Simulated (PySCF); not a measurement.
Mapped SMILES: `[CH3:1][O:2][C:3](=[O:4])[c:5]1[cH:6][cH:7][n:8][cH:9][cH:10]1`; H(Xn) means a hydrogen on atom n.

Theory: GFN2-xTB structure, NMR shieldings at PBE0/pcSseg-1/GIAO, in PySCF 2.14 (one conformer, no solvent, non-relativistic Hamiltonian, one averaged value for each set of equivalent atoms).

Question: List the cross peaks expected in HSQC, COSY and HMBC spectra.

Answer: 

HSQC (one-bond C–H):
```csv
δH,δC
9.19 (H(C7)/H(C9)),156.6 (C7/C9)
8.14 (H(C6)/H(C10)),128.5 (C6/C10)
4.17 (H(C1)),54.5 (C1)
```

COSY cross peaks (H two or three bonds apart, from the bond graph; peaks can be absent where the dihedral angle is near 90°):
```csv
δH,δH
9.19 (H(C7)/H(C9)),8.14 (H(C6)/H(C10))
```

HMBC (two and three bonds, from the bond graph):
```csv
δH,δC
9.19 (H(C7)/H(C9)),"156.6 (C7/C9), 141.8 (C5), 128.5 (C6/C10)"
8.14 (H(C6)/H(C10)),"173.0 (C3), 156.6 (C7/C9), 141.8 (C5), 128.5 (C6/C10)"
4.17 (H(C1)),173.0 (C3)
```

Shifts are taken against calculated references (same method and geometry level): ¹H (σref 31.72) and ¹³C (σref 186.93) against TMS.

Shifts are as computed. Against solution values, carbons near 30 ppm lie about +3 ppm off and those near 130 ppm about +5 ppm. Of 1211 compounds with measured shifts, 218 miss one by over three times the rms of a fit or turn the order of signals round; such compounds aren't used in these exercises.
